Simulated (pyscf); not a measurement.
**`[F][GeH]([F])[GeH3]`, singlet**

Gas-phase minimum from PySCF at ωB97X-D3(BJ)/def2-SVP, one conformer. 

```
Ge
F 1 1.7393
F 1 1.7398 2 104.04
H 1 1.5327 2 106.59 3 112.68
Ge 1 2.3989 4 121.57 2 -124.56
H 5 1.5302 1 108.37 4 -178.36
H 5 1.5330 6 110.62 1 -119.23
H 5 1.5331 6 110.41 7 -121.69
```
Charge 0, spin multiplicity 1.

Properties at ωB97X-D3(BJ)/def2-SVP:

* **Harmonic wavenumbers, unscaled**: 77, 107, 146, 237, 295, 484, 486, 708, 735, 745, 758, 827, 897, 900, 2201, 2207, 2214, 2220 cm⁻¹
* **Zero-point energy**: 23.2 kcal/mol
* **Rotational symmetry number**: 1
* **Entropy of this conformer at 298 K and 1 atm, rigid rotor and harmonic oscillator, modes under 100 cm⁻¹ raised to 100**: 356.5 J/(mol K)
* **Dipole moment**: 2.97 D

Single-point totals, which compare only within one level:

| level | total energy (hartree) |
|---|---|
| ωB97X-D3(BJ)/def2-TZVP | -4356.19746 |
| PBE/def2-TZVP | -4355.44017 |
| r²SCAN/def2-TZVP | -4356.16893 |
| B3LYP-D3(BJ)/def2-TZVP | -4356.37472 |
| PBE0-D3(BJ)/def2-TZVP | -4355.55469 |
| M06-2X/def2-TZVP | -4356.20143 |
| ωB97M-D3(BJ)/def2-TZVP | -4356.33813 |

Soft torsions are taken as harmonic, which can shift the entropy by several J/(mol K). Elements up to Kr have no core potential and no relativistic terms here.
